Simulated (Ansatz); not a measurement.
Born–Oppenheimer molecular dynamics of C₃H₁₅NO₂Si₃ (24 atoms, charge 0, multiplicity 1). It starts from a relaxed structure.

Level of theory: Ansatz 0.2.0, RKS PBE/STO-3G.

```json
{"ensemble": "NVT, Nosé–Hoover chain", "time step": "0.5 fs", "steps asked": "142", "set temperature": "1500 K", "thermostat": "time constant 100 fs, chain length 3 (defaults)", "seed": "838444"}
```

Frames 5 fs apart, positions in Å, forces in eV/Å.

Velocities at 15 fs (Å/ps):

```
Si -2.92 -2.91 5.11
C 2.25 1.94 0.42
H 54.27 20.11 -14.24
H 16.75 -36.76 65.15
H -30.21 -16.87 -42.14
O -3.60 -0.90 10.68
Si 4.94 8.08 -2.96
H -15.10 -0.78 30.74
H 2.63 25.26 11.17
H 19.59 -17.16 -5.69
O -3.32 -0.03 -16.97
Si 11.76 -3.73 0.51
H -31.55 21.96 36.76
H -0.27 -9.55 11.41
H -8.94 -4.01 30.39
N -7.68 3.17 4.39
C -5.51 1.62 -0.42
H -20.08 -22.59 -50.97
H -27.25 5.06 -3.97
H -2.73 -2.32 12.05
C -3.66 -12.74 -7.60
H -26.61 39.82 -4.66
H 0.26 13.48 7.75
H -15.81 24.47 -28.46
```

```xyz
24
Properties=species:S:1:pos:R:3:forces:R:3 time_fs=15 energy_less_start_eV=1.830 T=868
Si -0.083 -0.141 -0.208 1.40 0.22 1.04
C 0.049 0.090 1.732 1.83 -2.00 2.29
H -0.838 0.391 2.374 0.63 -0.66 -0.92
H 0.544 -0.898 2.179 -2.11 1.24 -1.07
H 0.915 0.703 2.144 -0.98 0.67 -1.53
O 1.513 0.044 -0.706 0.20 -0.04 -0.38
Si 2.658 -1.188 -0.702 0.87 0.44 1.40
H 2.438 -2.229 -1.644 -0.26 -0.80 -0.70
H 3.897 -0.499 -1.065 -0.04 -0.17 0.01
H 2.868 -1.808 0.644 -0.17 0.22 -0.63
O -0.627 1.149 -1.170 -1.63 0.56 -0.20
Si -2.296 1.423 -0.688 0.75 -0.73 1.14
H -2.164 1.567 0.788 -0.70 0.12 -0.54
H -2.829 2.619 -1.254 -0.13 0.60 -0.44
H -3.225 0.298 -0.960 0.32 0.37 0.00
N -0.743 -1.704 -0.720 -0.07 -0.77 -0.77
C -1.786 -2.388 0.079 1.59 -1.51 3.08
H -1.457 -2.395 1.201 -0.87 1.39 -1.40
H -2.793 -1.933 -0.070 -0.29 -0.66 0.28
H -1.733 -3.535 0.053 -0.72 1.03 -1.59
C -0.925 -1.970 -2.234 -0.58 1.71 2.02
H -1.849 -1.472 -2.637 -0.04 -0.13 0.15
H -0.077 -1.359 -2.681 -0.24 -1.78 -0.45
H -1.131 -3.080 -2.308 1.25 0.67 -0.79
24
Properties=species:S:1:pos:R:3:forces:R:3 time_fs=20 energy_less_start_eV=1.150 T=1109
Si -0.093 -0.154 -0.180 0.64 0.24 -0.32
C 0.078 0.057 1.742 0.06 1.05 -0.14
H -0.733 0.494 2.339 -0.71 -0.02 -0.40
H 0.381 -0.834 2.305 0.26 -0.45 -0.33
H 0.890 0.820 1.849 -0.10 -0.58 -0.10
O 1.497 0.040 -0.656 0.51 0.04 -0.41
Si 2.686 -1.147 -0.710 -0.05 -1.04 0.24
H 2.345 -2.306 -1.584 0.31 0.74 -0.13
H 3.900 -0.402 -1.023 0.03 -0.24 -0.35
H 2.944 -1.850 0.547 -0.06 0.26 0.27
O -0.652 1.150 -1.253 0.17 -0.87 1.10
Si -2.237 1.403 -0.677 -2.24 1.52 1.75
H -2.362 1.671 0.819 0.46 -0.21 -1.16
H -2.835 2.623 -1.252 0.38 -0.44 -0.23
H -3.219 0.322 -0.823 0.25 -0.10 -0.42
N -0.782 -1.698 -0.709 0.10 -1.23 -1.76
C -1.815 -2.390 0.079 -0.51 0.09 0.35
H -1.560 -2.325 1.135 0.07 0.51 0.98
H -2.866 -2.012 -0.052 0.18 -0.06 -0.05
H -1.824 -3.473 -0.086 -0.04 -0.64 -0.70
C -0.956 -1.989 -2.251 -1.45 2.29 2.24
H -1.859 -1.387 -2.604 0.47 -0.81 -0.01
H -0.100 -1.496 -2.705 0.88 -0.23 -0.81
H -1.105 -3.059 -2.530 0.41 0.18 0.40
24
Properties=species:S:1:pos:R:3:forces:R:3 time_fs=25 energy_less_start_eV=2.512 T=642
Si -0.097 -0.166 -0.154 -0.04 -0.40 -2.04
C 0.106 0.045 1.739 -1.80 0.43 0.58
H -0.776 0.569 2.226 0.71 -0.34 -0.62
H 0.236 -0.912 2.409 0.80 1.97 -1.66
H 0.900 0.850 1.590 -0.05 -1.39 1.63
O 1.489 0.036 -0.611 0.85 0.12 -0.41
Si 2.715 -1.112 -0.716 -0.57 -0.93 -0.08
H 2.313 -2.254 -1.583 0.43 0.69 -0.20
H 3.909 -0.358 -1.058 0.07 -0.14 -0.37
H 3.007 -1.836 0.504 0.06 0.12 0.61
O -0.675 1.138 -1.321 1.50 -1.65 1.92
Si -2.196 1.394 -0.654 -2.97 1.42 -1.26
H -2.475 1.750 0.671 0.63 0.34 1.91
H -2.772 2.558 -1.318 0.09 -0.16 -0.38
H -3.159 0.320 -0.779 -0.05 -0.50 -0.48
N -0.820 -1.712 -0.725 0.46 -0.16 -0.76
C -1.851 -2.398 0.089 -0.86 -0.55 0.43
H -1.652 -2.165 1.224 0.00 -1.48 -1.91
H -2.928 -2.094 -0.042 0.19 0.83 -0.28
H -1.924 -3.460 -0.361 0.65 0.60 1.81
C -0.995 -1.967 -2.230 2.16 -0.04 -0.83
H -1.865 -1.401 -2.615 -0.12 0.02 -0.49
H -0.042 -1.732 -2.840 -1.07 1.18 1.21
H -1.015 -3.023 -2.644 -1.09 0.02 1.67
24
Properties=species:S:1:pos:R:3:forces:R:3 time_fs=30 energy_less_start_eV=1.699 T=932
Si -0.100 -0.180 -0.145 0.23 -0.63 -2.83
C 0.096 0.049 1.730 -0.46 1.34 -2.03
H -0.775 0.635 2.030 0.03 0.17 1.05
H 0.297 -0.824 2.324 -0.09 -0.89 0.54
H 1.006 0.677 1.639 -0.27 0.08 0.95
O 1.493 0.034 -0.573 0.90 0.16 -0.46
Si 2.739 -1.084 -0.719 0.29 0.18 1.29
H 2.367 -2.085 -1.656 -0.04 -0.86 -0.79
H 3.926 -0.352 -1.173 -0.19 -0.11 0.04
H 3.075 -1.782 0.568 -0.17 0.39 -0.64
O -0.677 1.102 -1.360 1.42 -1.66 2.48
Si -2.181 1.397 -0.637 -2.87 0.89 0.25
H -2.426 1.865 0.795 0.71 -0.50 -1.02
H -2.692 2.462 -1.468 -0.37 0.30 -0.06
H -3.092 0.234 -0.831 0.28 0.44 0.22
N -0.850 -1.727 -0.753 0.72 1.00 1.40
C -1.904 -2.413 0.089 -0.71 2.19 -2.39
H -1.710 -2.262 1.137 0.56 -0.42 1.28
H -2.953 -2.013 -0.089 0.51 -0.08 0.00
H -1.905 -3.412 -0.294 -0.15 -1.98 0.38
C -1.004 -1.940 -2.215 -2.02 -0.71 -0.40
H -1.901 -1.413 -2.715 0.93 -0.38 0.60
H -0.112 -1.714 -2.786 1.05 0.90 -0.24
H -1.139 -3.032 -2.430 -0.29 0.17 0.37
24
Properties=species:S:1:pos:R:3:forces:R:3 time_fs=35 energy_less_start_eV=2.414 T=696
Si -0.101 -0.200 -0.159 0.85 0.06 -2.42
C 0.071 0.072 1.691 2.08 -1.13 2.22
H -0.767 0.712 2.062 0.63 -0.69 0.68
H 0.356 -0.899 2.326 -1.95 1.83 -1.41
H 1.097 0.583 1.864 -1.89 0.15 -0.74
O 1.510 0.034 -0.541 0.56 0.13 -0.54
Si 2.765 -1.057 -0.717 -0.53 -0.72 -2.18
H 2.436 -2.039 -1.838 0.26 0.36 1.27
H 3.912 -0.363 -1.283 0.12 0.30 0.33
H 3.120 -1.662 0.539 0.22 -0.53 0.45
O -0.659 1.041 -1.362 0.33 -0.91 2.48
Si -2.188 1.409 -0.621 -0.56 1.19 -2.26
H -2.230 1.893 0.772 -0.05 -0.11 -0.27
H -2.682 2.412 -1.612 -0.13 -0.24 0.99
H -2.988 0.216 -0.841 -0.60 -0.05 0.53
N -0.869 -1.728 -0.758 0.13 0.80 2.57
C -1.961 -2.408 0.053 2.47 -1.90 2.09
H -1.684 -2.429 1.205 -0.69 1.10 -2.07
H -2.934 -1.916 -0.148 -0.56 -0.60 0.27
H -1.916 -3.579 -0.081 -0.74 2.03 -0.85
C -1.030 -1.925 -2.204 0.68 -1.13 0.00
H -1.851 -1.443 -2.757 -0.82 0.74 0.16
H -0.073 -1.527 -2.704 -0.94 -1.45 0.24
H -1.317 -3.035 -2.170 1.14 0.78 -1.56
24
Properties=species:S:1:pos:R:3:forces:R:3 time_fs=40 energy_less_start_eV=1.702 T=955
Si -0.095 -0.219 -0.193 1.32 0.75 -0.39
C 0.061 0.091 1.666 -1.50 -0.55 1.99
H -0.676 0.668 2.263 -0.57 -0.13 -0.81
H 0.105 -0.864 2.215 -0.11 -0.41 -0.19
H 0.971 0.576 1.998 1.17 0.43 -0.80
O 1.536 0.036 -0.517 -0.04 0.12 -0.53
Si 2.788 -1.034 -0.728 0.81 0.03 -0.12
H 2.545 -1.967 -1.797 -0.33 -0.93 -0.05
H 3.915 -0.313 -1.317 0.03 0.29 0.46
H 3.201 -1.634 0.560 -0.05 -0.16 -0.42
O -0.636 0.968 -1.328 -1.12 0.56 1.25
Si -2.200 1.428 -0.623 1.19 -1.30 -1.95
H -2.029 1.906 0.712 -0.37 0.44 0.75
H -2.721 2.346 -1.576 -0.52 0.90 -0.20
H -3.002 0.208 -0.728 -0.46 0.27 0.51
N -0.886 -1.717 -0.724 -0.52 -0.82 0.74
C -1.983 -2.422 0.035 -0.03 2.18 -0.32
H -1.740 -2.375 1.075 0.12 0.83 1.90
H -2.998 -1.954 -0.146 0.44 -0.38 0.20
H -2.069 -3.487 -0.069 0.11 -1.61 -1.40
C -1.054 -1.922 -2.191 -2.39 0.91 0.73
H -1.929 -1.351 -2.733 1.21 -0.69 1.06
H -0.130 -1.598 -2.632 1.24 -0.18 -1.24
H -1.300 -2.991 -2.221 0.38 -0.55 -1.15
24
Properties=species:S:1:pos:R:3:forces:R:3 time_fs=45 energy_less_start_eV=2.225 T=791
Si -0.078 -0.233 -0.230 1.53 -0.01 2.45
C 0.034 0.105 1.675 -1.50 -1.94 1.38
H -0.720 0.631 2.309 -0.19 0.58 -1.18
H -0.218 -0.976 2.083 2.00 1.78 -0.23
H 1.023 0.616 1.952 -0.94 -1.61 -0.35
O 1.561 0.039 -0.501 -0.36 0.02 -0.58
Si 2.818 -1.012 -0.743 1.14 -0.73 -0.02
H 2.594 -2.070 -1.730 -0.16 -0.06 0.04
H 3.925 -0.201 -1.252 -0.08 -0.04 0.10
H 3.275 -1.650 0.512 -0.17 0.09 -0.28
O -0.630 0.902 -1.276 -2.50 2.53 -0.95
Si -2.205 1.440 -0.640 0.71 -0.12 0.44
H -1.921 1.993 0.752 -0.63 -0.23 -1.26
H -2.848 2.430 -1.532 0.43 -0.31 0.31
H -3.114 0.265 -0.505 0.24 0.65 -0.02
N -0.911 -1.718 -0.676 0.02 -1.41 -1.62
C -1.998 -2.413 0.024 -0.76 -0.62 2.57
H -1.806 -2.190 1.174 -0.39 -1.50 -1.99
H -3.044 -2.038 -0.113 0.01 0.85 -0.44
H -2.179 -3.526 -0.321 1.33 1.52 1.15
C -1.093 -1.911 -2.169 3.42 -2.57 -0.60
H -1.891 -1.302 -2.560 -1.01 0.69 -0.94
H -0.092 -1.756 -2.735 -1.40 0.89 0.85
H -1.217 -3.027 -2.492 -0.72 1.53 1.16
24
Properties=species:S:1:pos:R:3:forces:R:3 time_fs=50 energy_less_start_eV=1.963 T=898
Si -0.048 -0.248 -0.247 0.47 -1.14 3.56
C -0.028 0.097 1.695 -1.03 -1.91 -2.10
H -0.833 0.730 2.117 0.65 0.05 -0.07
H -0.171 -0.951 2.030 0.17 0.38 0.82
H 1.016 0.389 1.849 -0.10 0.48 0.69
O 1.582 0.043 -0.493 -0.14 -0.14 -0.65
Si 2.857 -0.996 -0.758 0.29 -1.31 -0.88
H 2.605 -2.189 -1.665 0.14 1.19 0.25
H 3.924 -0.091 -1.163 0.13 -0.22 -0.35
H 3.321 -1.662 0.426 0.12 -0.13 0.81
O -0.660 0.873 -1.237 -2.29 2.91 -2.00
Si -2.203 1.449 -0.656 -0.03 0.03 -0.31
H -1.937 2.066 0.590 0.18 0.74 1.00
H -2.897 2.473 -1.450 0.52 -0.41 -0.34
H -3.192 0.447 -0.278 0.01 -0.31 -0.39
N -0.933 -1.742 -0.654 1.74 -0.31 -1.78
C -2.028 -2.405 0.042 -1.91 2.30 -1.39
H -1.928 -2.268 1.092 0.50 -0.67 2.06
H -3.077 -1.960 -0.169 0.99 -0.30 -0.12
H -2.046 -3.391 -0.370 -0.29 -2.09 0.39
C -1.092 -1.925 -2.150 -1.93 2.46 -0.19
H -1.947 -1.207 -2.527 1.37 -1.27 0.22
H -0.207 -1.704 -2.730 1.32 1.16 -0.08
H -1.300 -2.896 -2.588 -0.88 -1.51 0.86
24
Properties=species:S:1:pos:R:3:forces:R:3 time_fs=55 energy_less_start_eV=2.302 T=801
Si -0.014 -0.271 -0.236 -1.25 -0.82 2.12
C -0.107 0.061 1.670 2.58 -3.14 -0.39
H -0.844 0.839 1.933 0.27 -0.43 0.75
H -0.074 -0.978 2.215 -1.62 2.03 -0.71
H 0.986 0.282 1.881 -1.22 1.26 -0.03
O 1.601 0.045 -0.496 0.14 -0.21 -0.73
Si 2.900 -0.989 -0.777 0.76 0.49 2.25
H 2.633 -2.106 -1.588 -0.22 -0.84 -1.47
H 3.946 -0.035 -1.147 0.07 -0.41 -0.42
H 3.375 -1.675 0.469 -0.30 0.57 -0.44
O -0.722 0.883 -1.225 0.11 0.72 -1.25
Si -2.201 1.460 -0.671 -0.71 1.09 2.74
H -1.936 2.264 0.555 0.06 -0.28 -0.40
H -2.846 2.447 -1.464 -0.13 0.24 -1.25
H -3.253 0.580 -0.140 0.26 -0.40 -0.56
N -0.928 -1.771 -0.659 1.85 0.48 -0.10
C -2.082 -2.377 0.051 2.39 -3.09 1.79
H -1.972 -2.477 1.232 -0.22 1.05 -2.41
H -3.006 -1.893 -0.273 -1.22 -0.19 0.17
H -1.956 -3.503 -0.268 -1.46 1.67 0.32
C -1.106 -1.911 -2.139 0.76 -0.67 -0.45
H -1.871 -1.255 -2.510 -1.71 1.16 -0.50
H -0.182 -1.457 -2.667 -0.80 -1.66 0.47
H -1.510 -2.963 -2.463 1.62 1.37 0.49
```

Of the whole run (71 fs, mean temperature of the second half 787 K): The conserved energy stayed within 1.2 meV per atom of its start (net change 0.53 meV per atom), so the integration is sound. The mean temperature of the second half is 48 % below the set value. A run of 0.071 ps of so small a system gives no equilibrium averages. Limits of this set-up: minimal basis.

Time of the run: 18 min on 1 thread of Intel(R) Xeon(R) Platinum 8488C (Sapphire Rapids) (shared host), peak memory 0.17 GiB.
